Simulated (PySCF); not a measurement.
A calculated (LDA, PySCF 2.14, x2c-TZVPall, the spin-free X2C one-electron Hamiltonian (Gaussian nucleus)) atom or ion has these occupied shells.

| shell | electrons | orbital energy (eV) | rms radius, mean of both spins (bohr) |
| --- | --- | --- | --- |
| 1s α | 1 | -13280.7 | 0.0493 |
| 1s β | 1 | -13280.7 | 0.0493 |
| 2s α | 1 | -1730.3 | 0.206 |
| 2s β | 1 | -1730.2 | 0.206 |
| 2p α | 3 | -1528.2 | 0.183 |
| 2p β | 3 | -1528.1 | 0.183 |
| 3s α | 1 | -237.17 | 0.592 |
| 3s β | 1 | -237.09 | 0.592 |
| 3p α | 3 | -173.31 | 0.611 |
| 3p β | 3 | -173.21 | 0.611 |
| 3d α | 5 | -67.260 | 0.658 |
| 3d β | 5 | -67.133 | 0.658 |
| 4s α | 1 | -20.607 | 1.79 |
| 4s β | 1 | -19.826 | 1.79 |
| 4p α | 3 | -8.282 | 2.28 |
| 4p β | 2 | -7.511 | 2.28 |

Task: Name the element and its charge.

Result: Br (bromine, neutral), in [Ar] 3d10 4s2 4p5, 2P determinant.
